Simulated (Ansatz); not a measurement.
A calculation with Ansatz (development build ahead of 0.2.0).

```yaml
crystal:
  periodic: [false, false, false]
  atoms:
    - { symbol: Al, position_ang: [0.0, 0.0, 0.0] }
    - { symbol: Cl, position_ang: [2.24526, 0.0, 0.0] }
    - { symbol: Cl, position_ang: [-1.12263, 1.94446, 0.0] }
    - { symbol: Cl, position_ang: [-1.12263, -1.94446, 0.0] }
basis:
  gaussian: { orbitals: def2-TZVP }
hamiltonian:
  xc: hf
correlation:
  method: mp2
  frozen_orbitals: { Al: 5, Cl: 5 }
```

The input is written out in the form of the current development build from the run's settings.

The run gave:

```yaml
Converged: yes
Reference_energy: -1620.66567 hartree
Correlation_energy: -0.61821 hartree
Total_energy: -1621.28387 hartree
Spin_squared_of_the_determinant: 0.000
```
